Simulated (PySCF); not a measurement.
C3H9Ge, SMILES [GeH3][C](C)C, multiplicity 2. Geometry optimised at PBE0-D3(BJ)/def2-SVP. The isomer is the one that the SMILES or the coordinates give; other isomers of the formula were not compared.

### Question
Give the equilibrium geometry at PBE0-D3(BJ)/def2-SVP (PySCF confirms it by a frequency run) as Cartesian coordinates in Å, and its point group. (The exact figures need the calculation; the answer reports its results.)

### Answer
point group Cs.
```xyz
13

C     -1.6855    -0.0064    -1.2738
C     -0.9123     0.0520     0.0000
C     -1.6855    -0.0064     1.2738
Ge     1.0160    -0.0005     0.0000
H     -2.1916    -0.9856    -1.3924
H     -2.4903     0.7527    -1.2878
H     -1.0627     0.1489    -2.1673
H     -2.1916    -0.9856     1.3924
H     -1.0627     0.1489     2.1673
H     -2.4903     0.7527     1.2878
H      1.5589     0.6993     1.2626
H      1.5594    -1.4507     0.0000
H      1.5589     0.6993    -1.2626
```
Charge 0, spin multiplicity 2.
